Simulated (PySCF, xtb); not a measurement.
Al(H)2(OiPr) (C₃H₉AlO), SMILES CC([O][AlH2])C.

GFN2-xTB in xtb at its own geometry gives an orbital gap of 5.03 eV and a dipole moment of 1.82 D.

Geometry optimised at PBE0-D3(BJ)/def2-SVP. The structure was generated by enumeration; whether it is a known compound was not checked. Other conformers were not sampled.

Q: What does B3LYP/def2-TZVP run with PySCF give? (The exact figures need the calculation; the answer reports its results.)

A: gap 6.40 eV (levels -7.55 and -1.16 eV), dipole 1.10 D.
